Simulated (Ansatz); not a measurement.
Ansatz (a program for electronic structure) input for C3H7AlO2, SMILES C1C[O][Al]([O]1)[CH3], PBE/def2-SVPD. The structure is a stationary point at PBE0-D3(BJ)/def2-SVP. The geometry has at least one imaginary mode, so it is a saddle point at that level. Other conformers were not sampled.

Ansatz 0.2 input:
```yaml
crystal:
  periodic: [false, false, false]
  atoms:
    - {symbol: C, position_ang: [2.66231267, 0.20333603, 0.28187576]}
    - {symbol: Al, position_ang: [0.74940245, 0.06019460, 0.07384124]}
    - {symbol: O, position_ang: [-0.21167578, -1.04753021, -0.82809833]}
    - {symbol: C, position_ang: [-1.57616149, -0.74879350, -0.64833930]}
    - {symbol: C, position_ang: [-1.77045333, 0.48663914, 0.30355851]}
    - {symbol: O, position_ang: [-0.53269240, 0.99390927, 0.74393238]}
    - {symbol: H, position_ang: [2.99001359, 1.25406007, 0.24673156]}
    - {symbol: H, position_ang: [3.19520321, -0.35207817, -0.50492203]}
    - {symbol: H, position_ang: [2.98020428, -0.20572650, 1.25456448]}
    - {symbol: H, position_ang: [-2.09483207, -1.63124169, -0.23111207]}
    - {symbol: H, position_ang: [-2.04101707, -0.54488959, -1.63023898]}
    - {symbol: H, position_ang: [-2.32907622, 1.28282381, -0.22164909]}
    - {symbol: H, position_ang: [-2.38196937, 0.19640000, 1.17744783]}
basis:
  gaussian:
    orbitals: def2-SVPD
hamiltonian:
  xc: {name: PBE}
```

Output:

```
WARN ansatz: RAYON_NUM_THREADS=2 ignored (pool sized by the plan → 2); use --threads N
Functional definition: PBE
integrals: 0.13 GiB planned
1554 factors; their error is unknown
mean field: 0.86 GiB planned
mean field evaluation 1: about -13879.9558 eV, gradient 9.4e1 eV
mean field evaluation 2: about -13810.2063 eV, gradient 2.0e2 eV
mean field evaluation 4: about -13898.4708 eV, gradient 1.7e1 eV
mean field evaluation 8: about -13899.1004 eV, gradient 1.9e-1 eV
mean field evaluation 16: about -13899.0099 eV, gradient 2.7e-4 eV
mean field -13899.00988292 eV, -510.7791921099 hartree, gradient 4.3e-5 eV, S^2 0.000000; 0 other end points of the search recorded, 0 dependent functions left out
reference -13899.00994015 eV, -510.7791942132 hartree; 27, 27 occupied and 159, 159 virtual orbitals, 1554 factors
Total energy: -13899.00994015 eV, -510.7791942132 hartree
```

The run converged.
